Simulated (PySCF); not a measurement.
Species: C6H9BrO2.
Z-matrix (Å and degrees, PBE0-D3(BJ)/def2-SVP geometry), rows numbered from 1:
```
C 
O   1  1.4062
C   2  1.3774  1  114.91
C   3  1.4960  2  112.00  1   -71.36
O   4  1.1810  3  124.83  2   -13.88
Br  4  1.9824  3  116.57  2   163.60
C   3  1.5118  2  117.61  1    80.21
C   7  1.4921  3   60.68  2   101.41
C   8  1.5032  3  125.99  7  -112.84
H   1  1.1030  2  111.77  3    69.54
H   1  1.0980  2  107.00  3  -171.74
H   1  1.1054  2  111.53  3   -52.77
H   7  1.0930  3  114.81  8  -110.16
H   7  1.0922  3  117.53  8   108.45
H   8  1.0956  3  107.23  7   108.02
H   9  1.1007  8  111.03  3   -74.06
H   9  1.1007  8  109.31  3   167.25
H   9  1.0971  8  112.55  3    47.39
```

The calculation used PBE0-D3(BJ)/def2-SVP geometry optimisation, gas phase (PySCF).

Take the most abundant isotopes and a rigid rotor. The values belong to one conformer with, in the numbering `[CH3:1][O:2][C@@:3]1([C:4](=[O:5])[Br:6])[CH2:7][C@@H:8]1[CH3:9]`, C1–O2–C3–C4 -71°, O2–C3–C4–O5 -14°.

Question: What are A, B and C (GHz)?

Answer: Ia = 321.00, Ib = 579.70, Ic = 750.98 u·Å²; 505379 MHz·u·Å²/I gives 1574, 871.8 and 673.0 MHz, that is A = 1.5744, B = 0.8718, C = 0.6730 GHz.

Question: Classify the top.

Answer: An asymmetric top. Ray's parameter κ = (2B − A − C)/(A − C) = -0.559; −1 is the prolate and +1 the oblate limit.

Question: What does the inertial defect say?

Answer: Not planar: Δ = Ic − Ia − Ib = -149.73 u·Å². For a rigid frame Δ = −2 Σ m c², so Σ m c² = 74.87 u·Å² lies off the ab plane: 14.16 from hydrogen and 60.71 from heavier atoms. The atom farthest from that plane is 1.94 Å away.

Question: Give the coordinates in the principal-axis frame, origin at the centre of mass.

Answer: The sense of each axis is arbitrary; atoms in the order of the calculation.
```csv
atom,mass (u),a (Å),b (Å),c (Å)
C1,12.000,-2.741,1.494,0.593
O2,15.995,-2.455,0.375,-0.209
C3,12.000,-1.226,-0.204,0.020
C4,12.000,-0.103,0.649,-0.479
O5,15.995,-0.228,1.571,-1.206
Br6,78.918,1.707,0.220,0.205
C7,12.000,-1.099,-1.133,1.207
C8,12.000,-1.240,-1.711,-0.162
C9,12.000,-0.183,-2.527,-0.850
H10,1.008,-2.113,2.360,0.326
H11,1.008,-3.792,1.756,0.414
H12,1.008,-2.607,1.269,1.667
H13,1.008,-1.966,-1.147,1.872
H14,1.008,-0.124,-1.198,1.695
H15,1.008,-2.267,-1.997,-0.417
H16,1.008,-0.233,-2.399,-1.942
H17,1.008,-0.346,-3.593,-0.631
H18,1.008,0.831,-2.267,-0.521
```

Question: Where do the levels up to J = 5 lie, in K?

Answer: Above 0(0,0), as E/k:
J = 1: 1(0,1) 0.074, 1(1,1) 0.108, 1(1,0) 0.117
J = 2: 2(0,2) 0.221, 2(1,2) 0.247, 2(1,1) 0.275, 2(2,1) 0.376, 2(2,0) 0.378
J = 3: 3(0,3) 0.436, 3(1,3) 0.454, 3(1,2) 0.511, 3(2,2) 0.599, 3(2,1) 0.607, 3(3,1) 0.792, 3(3,0) 0.792
J = 4: 4(0,4) 0.718, 4(1,4) 0.728, 4(1,3) 0.822, 4(2,3) 0.894, 4(2,2) 0.917, 4(3,2) 1.092, 4(3,1) 1.093, 4(4,1) 1.359, 4(4,0) 1.359
J = 5: 5(0,5) 1.064, 5(1,5) 1.069, 5(1,4) 1.207, 5(2,4) 1.261, 5(2,3) 1.309, 5(3,3) 1.467, 5(3,2) 1.472, 5(4,2) 1.733, 5(4,1) 1.733, 5(5,1) 2.076, 5(5,0) 2.076
The levels of one J sum to (2J + 1)J(J + 1)(A + B + C)/3.

Question: Which types of transition are allowed, and where do some lines up to J = 5 fall?

Answer: The dipole components are |μa| = 1.47 D, |μb| = 1.62 D, |μc| = 1.83 D. The squared components, which scale the intensities, stand as 0.65 : 0.79 : 1.00 (a : b : c). Some lines, for components of 0.1 D or more:

```json
{"type": "c", "branch": "Q", "J(Ka,Kc)": "3(1,3) ← 3(0,3)", "MHz": "360", "lower level (cm⁻¹)": "0.303"}
{"type": "a", "branch": "Q", "J(Ka,Kc)": "2(1,1) ← 2(1,2)", "MHz": "596", "lower level (cm⁻¹)": "0.171"}
{"type": "c", "branch": "Q", "J(Ka,Kc)": "1(1,1) ← 1(0,1)", "MHz": "703", "lower level (cm⁻¹)": "0.052"}
{"type": "c", "branch": "Q", "J(Ka,Kc)": "3(2,2) ← 3(1,2)", "MHz": "1835", "lower level (cm⁻¹)": "0.355"}
{"type": "b", "branch": "Q", "J(Ka,Kc)": "4(2,2) ← 4(1,3)", "MHz": "1980", "lower level (cm⁻¹)": "0.571"}
{"type": "b", "branch": "Q", "J(Ka,Kc)": "3(2,1) ← 3(1,2)", "MHz": "2010", "lower level (cm⁻¹)": "0.355"}
{"type": "b", "branch": "R", "J(Ka,Kc)": "5(3,2) ← 4(4,1)", "MHz": "2364", "lower level (cm⁻¹)": "0.944"}
{"type": "b", "branch": "R", "J(Ka,Kc)": "3(1,2) ← 2(2,1)", "MHz": "2799", "lower level (cm⁻¹)": "0.262"}
{"type": "a", "branch": "R", "J(Ka,Kc)": "2(1,1) ← 1(1,0)", "MHz": "3288", "lower level (cm⁻¹)": "0.082"}
{"type": "b", "branch": "Q", "J(Ka,Kc)": "3(3,1) ← 3(2,2)", "MHz": "4031", "lower level (cm⁻¹)": "0.416"}
{"type": "b", "branch": "Q", "J(Ka,Kc)": "4(3,2) ← 4(2,3)", "MHz": "4122", "lower level (cm⁻¹)": "0.621"}
{"type": "a", "branch": "R", "J(Ka,Kc)": "3(1,3) ← 2(1,2)", "MHz": "4315", "lower level (cm⁻¹)": "0.171"}
{"type": "a", "branch": "R", "J(Ka,Kc)": "3(0,3) ← 2(0,2)", "MHz": "4496", "lower level (cm⁻¹)": "0.153"}
{"type": "a", "branch": "R", "J(Ka,Kc)": "3(1,2) ← 2(1,1)", "MHz": "4907", "lower level (cm⁻¹)": "0.191"}
{"type": "c", "branch": "R", "J(Ka,Kc)": "2(2,1) ← 1(1,1)", "MHz": "5595", "lower level (cm⁻¹)": "0.075"}
{"type": "c", "branch": "R", "J(Ka,Kc)": "3(1,2) ← 2(0,2)", "MHz": "6044", "lower level (cm⁻¹)": "0.153"}
{"type": "b", "branch": "R", "J(Ka,Kc)": "5(0,5) ← 4(1,4)", "MHz": "6995", "lower level (cm⁻¹)": "0.506"}
{"type": "a", "branch": "R", "J(Ka,Kc)": "5(2,4) ← 4(2,3)", "MHz": "7643", "lower level (cm⁻¹)": "0.621"}
{"type": "a", "branch": "R", "J(Ka,Kc)": "5(4,2) ← 4(4,1)", "MHz": "7805", "lower level (cm⁻¹)": "0.944"}
{"type": "b", "branch": "R", "J(Ka,Kc)": "4(2,3) ← 3(1,2)", "MHz": "7985", "lower level (cm⁻¹)": "0.355"}
{"type": "c", "branch": "R", "J(Ka,Kc)": "3(3,1) ← 2(2,1)", "MHz": "8665", "lower level (cm⁻¹)": "0.262"}
{"type": "c", "branch": "R", "J(Ka,Kc)": "5(2,4) ← 4(1,4)", "MHz": "11097", "lower level (cm⁻¹)": "0.506"}
{"type": "c", "branch": "R", "J(Ka,Kc)": "4(4,1) ← 3(3,1)", "MHz": "11801", "lower level (cm⁻¹)": "0.551"}
{"type": "b", "branch": "R", "J(Ka,Kc)": "5(3,2) ← 4(2,3)", "MHz": "12046", "lower level (cm⁻¹)": "0.621"}
{"type": "b", "branch": "R", "J(Ka,Kc)": "5(5,1) ← 4(4,0)", "MHz": "14947", "lower level (cm⁻¹)": "0.944"}
{"type": "c", "branch": "R", "J(Ka,Kc)": "5(5,0) ← 4(4,0)", "MHz": "14947", "lower level (cm⁻¹)": "0.944"}
{"type": "b", "branch": "R", "J(Ka,Kc)": "5(5,0) ← 4(4,1)", "MHz": "14948", "lower level (cm⁻¹)": "0.944"}
```

No frequency check. No vibrational averaging or centrifugal distortion is included, and the geometry carries the error of its method. A rigid rotor knows nothing of internal rotation, which can split or shift real lines. Quadrupole hyperfine structure (79Br) is left out.
